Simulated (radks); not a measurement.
Results of a calculation; reference values are marked as such.
Question: Code: a radial shooting solver on a logarithmic mesh with Libxc functionals. Model: scalar-relativistic Kohn-Sham, PBEsol, spin-unpolarised, spherical densities, point nucleus. Each species is in its NIST ground configuration. Rank Ir4+, W4+, Re4+, Hf4+, Os4+, Pt4+, Lu4+, Hg4+, Au4+, Ta4+ by radius at which the density is 0.001 e/bohr^3 (bohr), largest first.

Answer: Re4+ 3.17, Os4+ 3.17, Ir4+ 3.16, W4+ 3.14, Pt4+ 3.13, Au4+ 3.10, Hg4+ 3.07, Ta4+ 3.06, Lu4+ 2.90, Hf4+ 2.88.
